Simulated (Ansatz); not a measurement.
Ansatz (a quantum-chemistry and plane-wave program) input (B3LYP/6-31G* with LANL2DZ past Ar): The .json file joins the Basis Set Exchange's 6-31G* for atoms up to Ar and LANL2DZ past it.

Ansatz 0.2 input:
```yaml
crystal:
  periodic: [false, false, false]
  atoms:
    - {symbol: Ge, position_ang: [-0.20405400, -0.11611600, 0.26024900]}
    - {symbol: O, position_ang: [1.08907200, -0.99577800, -0.48780700]}
    - {symbol: H, position_ang: [1.30796600, -1.89757200, -0.19444600]}
    - {symbol: O, position_ang: [-0.31320300, 1.43728100, -0.50173000]}
    - {symbol: H, position_ang: [-0.98519400, 2.08124300, -0.21721500]}
basis:
  gaussian:
    orbitals: 6-31Gs+LANL2DZ.json
hamiltonian:
  xc: {name: B3LYP}
total_charge: 1
magnetization: {spin_polarized: true, initial_magnetization: 1}
relax: {f_tol: 0.003, max_steps: 120}
```

Output:

```
Functional definition: B3LYP
integrals: 0.01 GiB planned
472 factors; integrals over basis functions are off by at most 3.7e-4 eV
mean field: 0.13 GiB planned
mean field evaluation 1: about -4195.7159 eV, gradient 8.1e1 eV
mean field evaluation 2: about -4102.6168 eV, gradient 1.5e2 eV
mean field evaluation 4: about -4220.3568 eV, gradient 6.9e0 eV
mean field evaluation 8: about -4220.6248 eV, gradient 4.6e-1 eV
mean field evaluation 16: about -4220.6266 eV, gradient 1.9e-4 eV
mean field -4220.62663120 eV, -155.1051678532 hartree, gradient 3.7e-5 eV, S^2 0.755392; 0 other end points of the search recorded, 0 dependent functions left out
the calculation of the forces begins
reference -4220.62679946 eV, -155.1051740366 hartree; 11, 10 occupied and 31, 32 virtual orbitals, 472 factors
relax step   1: F+E_penalty+E_count = -4220.62663120 eV  Δ(F+E_penalty+E_count) = +0.000e0 eV  max|allowed force component| = 4.817e-1 eV/Å  Δτ_max = 0.0000 Å  (31 SCF iters, accepted)
these checks for a lower state are left out or cut short: starts, cluster_reference, orbital_swaps, neighbouring_geometries, increment
integrals: 0.01 GiB planned
472 factors; integrals over basis functions are off by at most 3.7e-4 eV
mean field: 0.13 GiB planned
mean field -4220.63141244 eV, -155.1053435605 hartree, gradient 2.7e-5 eV, S^2 0.755266; 0 other end points of the search recorded, 0 dependent functions left out
the calculation of the forces begins
reference -4220.63158076 eV, -155.1053497461 hartree; 11, 10 occupied and 31, 32 virtual orbitals, 472 factors
relax step   2: F+E_penalty+E_count = -4220.63141244 eV  Δ(F+E_penalty+E_count) = -4.781e-3 eV  max|allowed force component| = 2.270e-1 eV/Å  Δτ_max = 0.0054 Å  (34 SCF iters, accepted)
these checks for a lower state are left out or cut short: starts, cluster_reference, orbital_swaps, neighbouring_geometries, increment
integrals: 0.01 GiB planned
472 factors; integrals over basis functions are off by at most 3.7e-4 eV
mean field: 0.13 GiB planned
mean field evaluation 32: about -4220.6340 eV, gradient 3.3e-5 eV
mean field -4220.63396560 eV, -155.1054373874 hartree, gradient 1.0e-5 eV, S^2 0.755057; 0 other end points of the search recorded, 0 dependent functions left out
the calculation of the forces begins
reference -4220.63413375 eV, -155.1054435668 hartree; 11, 10 occupied and 31, 32 virtual orbitals, 472 factors
relax step   3: F+E_penalty+E_count = -4220.63396560 eV  Δ(F+E_penalty+E_count) = -2.553e-3 eV  max|allowed force component| = 5.560e-2 eV/Å  Δτ_max = 0.0086 Å  (34 SCF iters, accepted)
these checks for a lower state are left out or cut short: starts, cluster_reference, orbital_swaps, neighbouring_geometries, increment
integrals: 0.01 GiB planned
472 factors; integrals over basis functions are off by at most 3.7e-4 eV
mean field: 0.13 GiB planned
mean field -4220.63419027 eV, -155.1054456437 hartree, gradient 2.6e-5 eV, S^2 0.755056; 0 other end points of the search recorded, 0 dependent functions left out
the calculation of the forces begins
reference -4220.63435838 eV, -155.1054518218 hartree; 11, 10 occupied and 31, 32 virtual orbitals, 472 factors
relax step   4: F+E_penalty+E_count = -4220.63419027 eV  Δ(F+E_penalty+E_count) = -2.247e-4 eV  max|allowed force component| = 3.208e-2 eV/Å  Δτ_max = 0.0034 Å  (25 SCF iters, accepted)
these checks for a lower state are left out or cut short: starts, cluster_reference, orbital_swaps, neighbouring_geometries, increment
integrals: 0.01 GiB planned
472 factors; integrals over basis functions are off by at most 3.7e-4 eV
mean field: 0.13 GiB planned
mean field -4220.63425723 eV, -155.1054481046 hartree, gradient 1.4e-5 eV, S^2 0.755063; 0 other end points of the search recorded, 0 dependent functions left out
the calculation of the forces begins
reference -4220.63442528 eV, -155.1054542804 hartree; 11, 10 occupied and 31, 32 virtual orbitals, 472 factors
relax step   5: F+E_penalty+E_count = -4220.63425723 eV  Δ(F+E_penalty+E_count) = -6.697e-5 eV  max|allowed force component| = 2.496e-3 eV/Å  Δτ_max = 0.0032 Å  (27 SCF iters, accepted)
integrals: 0.01 GiB planned
472 factors; integrals over basis functions are off by at most 3.7e-4 eV
mean field: 0.13 GiB planned
mean field evaluation 64: about -4220.6343 eV, gradient 7.3e-3 eV
mean field -4220.63425723 eV, -155.1054481046 hartree, gradient 1.4e-5 eV, S^2 0.755063; 1 other end points of the search recorded, 0 dependent functions left out
the calculation of the forces begins
reference -4220.63442528 eV, -155.1054542804 hartree; 11, 10 occupied and 31, 32 virtual orbitals, 472 factors
Total energy: -4220.63442528 eV, -155.1054542804 hartree
Atom 0 at    -0.205530    -0.116956     0.262131 Å, force    -0.001957    -0.001114     0.002496 eV/Å
Atom 1 at     1.076229    -0.989764    -0.478859 Å, force     0.001491    -0.000442    -0.001181 eV/Å
Atom 2 at     1.317831    -1.896719    -0.204372 Å, force     0.000638    -0.000997    -0.000055 eV/Å
Atom 3 at    -0.314482     1.423231    -0.492667 Å, force     0.000371     0.001501    -0.001193 eV/Å
Atom 4 at    -0.979461     2.089266    -0.227182 Å, force    -0.000542     0.001051    -0.000067 eV/Å
Dipole moment:    -0.353506    -0.201161     0.450859 e Å
```

The dipole moment of an ion depends on the origin.

The geometry given is a B3LYP-D3(BJ)/def2-TZVP minimum.
